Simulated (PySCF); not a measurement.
# Bond length, frequency and bond energy of PPb by level of theory

State: ²Π (doublet), unpaired electrons π ↑. Set-up: P cc-pV(D+d)Z, Pb cc-pVDZ-PP with ECP60; scalar-relativistic core potentials (PySCF 2.14). De refers to P + Pb in their high-spin ground configurations, without counterpoise correction. The functionals are run spin-unrestricted. A positive dipole means P(−)Pb(+). Levels whose curve was spin-contaminated or gave no clean fit are not listed.

| Level | Re (Å) | ωe (cm⁻¹) | De (eV) | μ (D) |
| --- | --- | --- | --- | --- |
| PBE | 2.463 | 355 | 2.84 | 2.55 |
| PBEsol | 2.444 | 364 | 3.06 | 2.41 |
| r²SCAN | 2.444 | 358 | 2.46 | 2.74 |
| r²SCANh | 2.436 | 354 | 2.34 | 2.76 |
| PBE0 | 2.428 | 369 | 2.45 | 2.79 |
| B97-3 | 2.444 | 370 | 2.70 | 2.97 |

Spin–orbit coupling is left out, which matters for elements this heavy, above all for dissociation energies. The state was picked by a PBE0 search and need not be the measured ground state.
